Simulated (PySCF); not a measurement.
This script is equivalent to a calculation on Si⁺ (silicon, charge +1).

```python
from pyscf import gto, scf, dft, mp, cc
import basis_set_exchange as bse
mol = gto.M(atom="Si 0 0 0", charge=1, spin=1, symmetry="D2h",
            basis=gto.basis.parse(bse.get_basis("cc-pVDZ-DK", elements=["Si"], fmt="nwchem", header=False)),
            nucmod="G")
mf = dft.UKS(mol, xc="B88,P86").sfx2c1e()
mf.irrep_nelec = {'Ag': (3, 3), 'B1u': (1, 1), 'B2u': (2, 1), 'B3u': (1, 1)}
mf.kernel()
```

Q: What total energy does it give?

A: -289.700 hartree (calculated).

Q: Which occupied shell lies highest, and where?

A: 3p α, at -12.256 eV.

Q: What is ⟨S²⟩, and what would a pure spin state give?

A: 0.753, against 0.75.
